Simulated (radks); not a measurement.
Problem. Successive ionisation energies (eV) of one element, from differences of total energies of ions in their ground configurations, starting at charge 0: 8.970, 16.480, 34.429, 53.261, 74.789. All-electron calculation, Dirac Kohn-Sham, LDA (Slater exchange, Perdew-Wang correlation), spin-unpolarised, spherical densities, finite nucleus; open shells fill j = l - 1/2 first; Fermi nuclear charge, rms radius 3.7377 fm. Program: a radial shooting solver on a logarithmic mesh with Libxc functionals. Which element is it?

Solution. Iron (Z = 26). The first species listed is Fe in [Ar] 3d6 4s2, the last Fe4+ in [Ar] 3d4.
